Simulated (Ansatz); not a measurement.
`[SiH2]C#[C][GeH3]` radical, charge 0, multiplicity 2.

(1) Give a relaxed structure at PBE0-D4/def2-TZVP (Ansatz). (Best estimate.)

Results:

(1) The calculation gave: 
```xyz
9

Si    0.291    2.517    1.087
C     0.099    0.873    0.378
C     0.075   -0.232   -0.135
Ge    0.013   -1.959   -0.927
H    -0.595    3.507    0.426
H     0.123    2.502    2.561
H     1.352   -2.225   -1.626
H    -1.133   -1.989   -1.943
H    -0.224   -2.993    0.180
```
Point group Cs.
This is one stationary point; other conformers may exist.
